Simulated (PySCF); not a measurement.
AlH₄NO, SMILES [AlH]([NH2])[OH]. The structure is a stationary point at TPSSh-D3(BJ)/def2-TZVP. Other conformers were not sampled.

Calculation: PySCF with TPSSh-D3(BJ)/def2-TZVP.

Harmonic wavenumbers (cm⁻¹): 211, 284, 372, 387, 516, 539, 658, 711, 770, 904, 1577, 1960, 3564, 3650, 3897. Rotational constants (GHz): 27.91, 6.378, 5.192; symmetry number 1.

Problem. Work out the zero-point energy and the ideal-gas rigid-rotor harmonic-oscillator thermochemistry at 298.15 K and 1 atm.

Solution. ZPE = ½ Σ hcν = ½ × 19999 cm⁻¹ = 119.62 kJ/mol. H − E(el) = 135.94 kJ/mol. Entropy in J/(mol K): translation 160.02, rotation 97.77, vibration 32.85, total 290.64. G − E(el) = 49.28 kJ/mol. Cp = 83.14 J/(mol K).
